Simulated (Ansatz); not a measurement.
A nudged elastic band was laid between two geometries of CH6BSb (9 atoms, charge 0, multiplicity 1).

These are results of RKS PBE-D4/def2-SVP (Ansatz), not measurements.

```yaml
movable_images: 5
climbing_image: yes
spring: 5.0 eV/Å²
optimiser: quadratic models (default)
start_path: IDPP
force_threshold: 0.03 eV/Å
iteration_limit: 60
end_points: relaxed
```

Initial state:

```xyz
9
Properties=species:S:1:pos:R:3
C -0.494 1.118 -0.583
B 0.167 -0.295 -0.579
Sb 1.408 -1.097 1.114
H -1.595 0.924 -0.594
H -0.304 1.665 -1.533
H -0.283 1.780 0.279
H 0.090 -0.999 -1.573
H 0.629 -2.640 1.119
H 0.381 -0.456 2.351
```

Final state:

```xyz
9
Properties=species:S:1:pos:R:3
C -0.684 1.053 -0.512
B -0.294 -0.453 -0.398
Sb 0.472 -1.420 1.479
H -1.661 1.198 -1.023
H 0.064 1.491 -1.218
H -0.651 1.655 0.417
H -0.474 -1.196 -1.349
H 1.758 -2.248 0.676
H 1.470 -0.080 1.929
```

Problem. What changes between the two ends?

Solution. No bond is made or broken. The height of Sb3 over the plane of its neighbours goes from -1.00 to 1.00 Å. The two ends are copies of one structure, up to a mirror image or an exchange of like atoms.

Problem. Give the energies along the band, and the barrier.

Solution. The forces met the threshold. The highest image is number 3 of 0 to 6, 0.66 eV above the ends, which have the same energy within 2 meV. A vibrational analysis at the climbing image gives one clearly imaginary mode, 452i cm⁻¹: a first-order saddle point.

| image | path coordinate (Å) | energy (eV) | height of Sb3 over the plane of its neighbours (Å) |
| --- | --- | --- | --- |
| 0 | 0.00 | 0.00 | -1.00 |
| 1 | 0.59 | 0.00 | -0.99 |
| 2 | 1.17 | 0.22 | -0.64 |
| 3 | 1.76 | 0.66 | 0.00 |
| 4 | 2.35 | 0.21 | 0.64 |
| 5 | 2.94 | 0.00 | 0.99 |
| 6 | 3.54 | 0.00 | 1.00 |

Problem. What is the geometry of the highest image?

Solution. 
```xyz
9
Properties=species:S:1:pos:R:3
C -0.562 1.190 -0.666
B -0.098 -0.308 -0.621
Sb 0.703 -1.207 1.108
H -1.632 1.234 -0.968
H -0.004 1.723 -1.468
H -0.448 1.767 0.272
H -0.146 -1.095 -1.546
H 1.231 -2.807 1.262
H 0.956 -0.497 2.626
```

Problem. What are the harmonic wavenumbers there?

Solution. 452i, 152, 172, 342, 365, 538, 666, 748, 780, 814, 983, 1061, 1263, 1377, 1381, 1985, 2018, 2575, 2955, 3024, 3072 cm⁻¹.

Time of the run: 77 s on 1 thread of Arm Neoverse V2, with other jobs on the host, peak memory 0.11 GiB.
